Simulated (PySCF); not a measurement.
Work out the structure from these simulated measurements.

Formula: C5H4F3N.

| Item | Value |
| --- | --- |
| Rotational structure | rotational constants A, B, C: 3.540, 1.175, 1.041 GHz [GFN2-xTB] |
| NMR, other nuclei | isotropic shieldings of nuclei other than C and H, by class: 96 (1 N), 244 (3 F) ppm [GIAO PBE0/pcSseg-1] |
| UV, strongest line | among the 6 lowest singlet transitions: S2 at 6.46 eV (192 nm, f = 0.083) [TDDFT PBE0/def2-SVPD] |
| 13C NMR | chemical shifts (computed TMS as zero) by class: 133.4 (1 C), 123.2 (1 C), 121.2 (1 C), 120.7 (1 C), 113.8 (1 C) ppm [GIAO PBE0/pcSseg-1] |
| 1H NMR | chemical shifts (computed TMS as zero) by class: 7.91 (1 H), 7.11 (1 H), 6.80 (1 H), 6.73 (1 H) ppm [GIAO PBE0/pcSseg-1] |
| Triplet | lowest triplet excitation (Tamm–Dancoff): 4.42 eV [TDA PBE0/def2-SVPD] |
| Dipole | 4.84 D [PBE0/def2-SVPD] |
| Polarisability | 64.9 au [PBE0/def2-SVPD] |

Electronic properties: PySCF, gas phase, density fitting. Levels stand in brackets. Geometry: GFN2-xTB; no solvent, vibrations or thermal averaging. NMR classes are plain means over equivalent atoms (diastereotopic ones count apart unless rotation or inversion swaps them), as if these changed places fast.

Task: Give a SMILES that accounts for the data.

Result: Numbering: `[F:1][C:2]([F:3])([F:4])[c:5]1[cH:6][cH:7][nH:8][cH:9]1`. Its formula, C5H4F3N, gives 3 degrees of unsaturation: 1 ring and 2 π bonds in the structure found (Kekulé form). 5 carbons fall into 5 classes; from least to most shielded: CF3 carbon [C2] (133.4 ppm), substituted aromatic carbon [C5] (123.2 ppm), aromatic CH next to a ring nitrogen [C9] (121.2 ppm), aromatic CH next to a ring nitrogen [C7] (120.7 ppm), aromatic CH carbon [C6] (113.8 ppm). Hydrogen classes from least to most shielded: 1 H on a pyrrole-type nitrogen, N8 (7.91 ppm), 1 H on an aromatic CH next to a ring nitrogen, C9 (7.11 ppm), 1 H on an aromatic CH carbon, C6 (6.80 ppm), 1 H on an aromatic CH next to a ring nitrogen, C7 (6.73 ppm). The other shieldings belong to: 96 ppm, pyrrole-type nitrogen [N8]; 244 ppm, fluorine of a CF3 group [F1/F3/F4]. The optimised geometry has point group C1 and is an asymmetric top. Structure: `C(F)(F)(c1c[nH]cc1)F`. Computed isomers that give other values at the same levels: `C=N/C=C\C(F)=C(F)F` (rotational constant A: 3.782 GHz; this holds for the one conformer computed). The assignments are read from this structure; whether some other isomer fits the data as well wasn't checked.

The values belong to the conformer `[F:1][C:2]([F:3])([F:4])[c:5]1[cH:6][cH:7][nH:8][cH:9]1`: F1–C2–C5–C6 33°.
